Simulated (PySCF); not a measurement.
# Telling isomers of C7H10F2Si apart by NMR

All values are calculated (PySCF 2.14): geometry from GFN2-xTB, GIAO PBE0/pcSseg-1 shieldings. One computed conformer, fast rotation and ring inversion assumed for equivalent nuclei, gas phase, relativity neglected.

Scale: ¹H (σ = 31.72 ppm), ¹³C (σ = 186.93 ppm) vs TMS (reference shieldings calculated alike). Splittings of carbon signals by F and P are missing where no couplings were computed. Where no couplings were computed, multiplicities follow the n + 1 count of equivalent neighbours, and m marks all less simple cases (inequivalent or close neighbours, rings, F or P nearby). Shifts are as computed. Against solution values, carbons near 30 ppm lie about +3 ppm off and those near 130 ppm about +5 ppm. Of 1309 compounds with measured shifts, 239 miss one by over three times the rms of a fit or turn the order of signals round; such compounds aren't used in these exercises.

(1) Tabulate the signals of `C#C[Si@]1(C)C[C@H](C(F)F)C1`, `FC(F)C1=C[SiH2][C@H]2C[C@@H]1C2`, `C[C@]1([SiH2]F)C=CC(F)=CC1` and their relative energies.

(2) What is the quickest way to tell C#C[Si@]1(C)C[C@H](C(F)F)C1 from FC(F)C1=C[SiH2][C@H]2C[C@@H]1C2?

(3) What is the quickest way to tell C#C[Si@]1(C)C[C@H](C(F)F)C1 from C[C@]1([SiH2]F)C=CC(F)=CC1?

(4) What is the quickest way to tell FC(F)C1=C[SiH2][C@H]2C[C@@H]1C2 from C[C@]1([SiH2]F)C=CC(F)=CC1?

Results:

(1) 
| SMILES | carbon types | δC | δH | E rel. (kcal/mol) |
| --- | --- | --- | --- | --- |
| C#C[Si@]1(C)C[C@H](C(F)F)C1 | 1×C 3×CH 2×CH2 1×CH3 | 127.1, 106.2, 91.5, 37.2, 20.0, 1.0 | 6.30 (m, 1H), 2.60 (m, 1H), 2.20 (s, 1H), 1.67 (m, 2H), 1.47 (m, 2H), 0.44 (s, 3H) | 47.6 |
| FC(F)C1=C[SiH2][C@H]2C[C@@H]1C2 | 1×C 4×CH 2×CH2 | 174.0, 120.5, 119.6, 36.5, 35.6, 17.1 | 6.40 (m, 1H), 6.26 (m, 1H), 4.63 (m, 2H), 2.72 (m, 2H), 2.55 (m, 1H), 1.87 (m, 1H), 1.73 (m, 2H) | 39.0 |
| C[C@]1([SiH2]F)C=CC(F)=CC1 | 2×C 3×CH 1×CH2 1×CH3 | 169.2, 142.8, 128.8, 107.9, 33.3, 32.1, 24.4 | 6.15 (m, 1H), 5.67 (m, 1H), 5.38 (m, 1H), 5.13 (m, 1H), 4.54 (m, 1H), 2.52 (m, 1H), 2.46 (m, 1H), 1.36 (s, 3H) | 0.0 |

Energies are electronic energies at PBE0/pcSseg-1 on these geometries, without zero-point or thermal terms, each for the one conformer computed, which needn't be the lowest.

(2) Both give the same number of carbon signals, but DEPT or the intensities differ. The first has an alkyne carbon (C) at 91.5 ppm, the second a fully substituted alkene carbon (C) at 174.0 ppm. Their most deshielded carbons lie at 127.1 and 174.0 ppm.

(3) Count the carbon signals: 6 against 7. The first has an sp3 CH in a ring at 37.2 ppm, the second a fully substituted alkene carbon (C) at 169.2 ppm. Their most deshielded carbons lie at 127.1 and 169.2 ppm.

(4) Count the carbon signals: 6 against 7. The first has an allylic sp3 CH at 35.6 ppm, the second an allylic fully substituted sp3 carbon bonded to Si (C) at 32.1 ppm. Their most deshielded carbons lie at 174.0 and 169.2 ppm.
